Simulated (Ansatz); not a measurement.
```xyz
13

O     0.6664   -0.6148    2.4851
B    -0.2923   -0.0158    1.7146
O    -1.3816    0.5120    2.3370
C    -0.1943    0.0882    0.1716
C     0.7952   -0.3652   -0.6700
C     0.5547   -0.0951   -2.0328
C    -0.6266    0.5679   -2.2193
S    -1.4233    0.8519   -0.7479
H     1.4054   -0.9643    1.9851
H    -1.3464    0.3962    3.2903
H     1.6820   -0.8841   -0.3231
H     1.2196   -0.3753   -2.8389
H    -1.0588    0.8988   -3.1519
```

Total charge 0; spin multiplicity 1.

List the PBE0/def2-TZVPP orbital energies in eV (Ansatz). (Best estimate.)

Computed: Occupied: -2423.20, -523.05, -522.86, -279.05, -278.59, -278.57, -278.43, -218.48, -185.52, -162.31, -162.21, -162.18, -29.19, -28.26, -24.82, -20.70, -20.42, -16.48, -15.82, -15.63, -15.04, -14.19, -12.09, -11.48, -11.27, -11.03, -10.72, -10.66, -9.92, -9.50, -9.35, -7.30, -7.01. Lowest empty: -0.97, 0.68, 1.02, 1.09, 1.69, 2.11, 2.30, 2.59.
